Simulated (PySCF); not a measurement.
# ScF3: computed shieldings and shifts

ScF3, F3Sc, point group D3h.

Geometry (Å), atoms numbered from 1 in this order:
```xyz
4

Sc   -0.004   -0.002    0.002
F     1.816   -0.017    0.009
F    -0.886    1.593   -0.017
F    -0.926   -1.574    0.006
```

GIAO calculations in PySCF on the PBE0-D3(BJ)/def2-SVP structure: isolated species, non-relativistic, equivalent atoms averaged; basis pcSseg-1 (pcSseg-2 on Sc).

**Question.** Give the isotropic shieldings (ppm) with B3LYP, PBE, PBE0.

**Answer.** 
```tsv
atoms	environment	B3LYP	PBE	PBE0
Sc1	Sc bonded to 3 F	710	616	736
F2/F3/F4	fluorine bonded to Sc	-59.2	-104.7	-37.1
HOMO–LUMO gap (eV)	–	7.93	5.76	8.68
```

**Question.** And the chemical shifts, against references computed in the same way?

**Answer.** 
| atoms | nucleus, reference | B3LYP | PBE | PBE0 |
| --- | --- | --- | --- | --- |
| F2/F3/F4 | 19F, CFCl3 | 231.1 | 249.4 | 214.4 |

**Question.** Which part of the shielding of Sc1 depends on the functional?

**Answer.** Diamagnetic: B3LYP 1512, PBE 1513, PBE0 1512 ppm; paramagnetic: B3LYP -802, PBE -897, PBE0 -775 ppm. The diamagnetic part, set mainly by inner electrons, hardly moves; the paramagnetic part goes with low-lying magnetically allowed excitations and carries the spread.

**Question.** What couplings does PBE/pcJ-1 (pcSseg-1 on Sc) give?

**Answer.** 2J(F2,F3) = -5.4 Hz (averaged over equivalent pairs; isotopes 19F).

Unscaled 19F shifts against computed CFCl3 carry errors that often reach 10 to 50 ppm.
